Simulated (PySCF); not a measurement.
C8H8N2.
SMILES with atom numbers: `[CH3:1][c:2]1[cH:3][cH:4][c:5]2[n:6][cH:7][cH:8][n:9]2[cH:10]1` (hydrogens: H11, H12, H13 on C1; H14 on C3; H15 on C4; H16 on C7; H17 on C8; H18 on C10)

The same species was optimised twice, with GFN2-xTB and with PBE0-D3(BJ)/def2-SVP (PySCF), and the same property calculations (PySCF, gas phase) were run on both structures.

| coordinate | GFN2-xTB | PBE0-D3(BJ)/def2-SVP | change |
| --- | --- | --- | --- |
| N9–C10 (Å) | 1.355 | 1.369 | +0.014 |
| C8–N9 (Å) | 1.359 | 1.371 | +0.012 |
| C2–C3 (Å) | 1.418 | 1.430 | +0.012 |
| C4–C5 (Å) | 1.402 | 1.413 | +0.011 |
| N6–C7 (Å) | 1.345 | 1.353 | +0.008 |
| C7–C8 (Å) | 1.375 | 1.383 | +0.008 |
| C3–C4 (Å) | 1.364 | 1.370 | +0.006 |
| C2–C10 (Å) | 1.363 | 1.368 | +0.005 |
| C5–N9 (Å) | 1.396 | 1.399 | +0.003 |
| C5–N6 (Å) | 1.322 | 1.324 | +0.002 |
| C1–C2 (Å) | 1.497 | 1.499 | +0.002 |
| C1–C2–C3 (°) | 119.7 | 120.4 | +0.7 |
| C7–C8–N9 (°) | 105.9 | 105.1 | -0.8 |
| C4–C5–N9 (°) | 118.5 | 117.8 | -0.7 |
| C8–N9–C10 (°) | 131.7 | 131.1 | -0.6 |
| N6–C7–C8 (°) | 111.4 | 111.9 | +0.5 |
| C3–C2–C10 (°) | 119.0 | 118.5 | -0.5 |
| C3–C4–C5 (°) | 119.2 | 119.7 | +0.5 |
| C5–N9–C10 (°) | 122.0 | 122.4 | +0.4 |

Rotational constants: A = 3595, B = 1100, C = 846.9 MHz (GFN2-xTB) against A = 3546, B = 1088, C = 836.8 MHz (PBE0-D3(BJ)/def2-SVP). Point groups within 0.08 Å: Cs and Cs.

On the GFN2-xTB structure: HOMO (eV) -6.12 [PBE0/pcSseg-1]; LUMO (eV) -0.94 [PBE0/pcSseg-1]; dipole (D) 3.76 [PBE0/pcSseg-1]; GIAO shielding of C1 (ppm) 165.6 [PBE0/pcSseg-1]; GIAO shielding of C2 (ppm) 59.4 [PBE0/pcSseg-1]; GIAO shielding of C3 (ppm) 57.1 [PBE0/pcSseg-1]; GIAO shielding of C4 (ppm) 61.7 [PBE0/pcSseg-1]; GIAO shielding of C5 (ppm) 38.4 [PBE0/pcSseg-1]; GIAO shielding of N6 (ppm) -18.4 [PBE0/pcSseg-1]; GIAO shielding of C7 (ppm) 45.5 [PBE0/pcSseg-1]; GIAO shielding of C8 (ppm) 73.5 [PBE0/pcSseg-1].

Task: What do these properties become on the PBE0-D3(BJ)/def2-SVP structure?

Result: 
```tsv
property	level	on GFN2-xTB	on PBE0-D3(BJ)/def2-SVP	change
HOMO (eV)	PBE0/pcSseg-1	-6.12	-6.14	-0.02
LUMO (eV)	PBE0/pcSseg-1	-0.94	-0.98	-0.04
dipole (D)	PBE0/pcSseg-1	3.76	3.81	+0.05
energy, GFN2-xTB geometry as zero (kcal/mol)	PBE0/pcSseg-1	0.0	-0.5	-0.5
GIAO shielding of C1 (ppm)	PBE0/pcSseg-1	165.6	163.9	-1.7
GIAO shielding of C2 (ppm)	PBE0/pcSseg-1	59.4	58.2	-1.2
GIAO shielding of C3 (ppm)	PBE0/pcSseg-1	57.1	55.0	-2.1
GIAO shielding of C4 (ppm)	PBE0/pcSseg-1	61.7	59.7	-2.0
GIAO shielding of C5 (ppm)	PBE0/pcSseg-1	38.4	37.2	-1.2
GIAO shielding of N6 (ppm)	PBE0/pcSseg-1	-18.4	-18.3	+0.1
GIAO shielding of C7 (ppm)	PBE0/pcSseg-1	45.5	43.9	-1.6
GIAO shielding of C8 (ppm)	PBE0/pcSseg-1	73.5	69.9	-3.6
```

The heavy atoms differ by 0.013 Å rms after alignment. Among bonds between heavy atoms N9–C10 changes most (+0.014 Å). Changes are differences of the printed values. Neither structure is proved a minimum here.
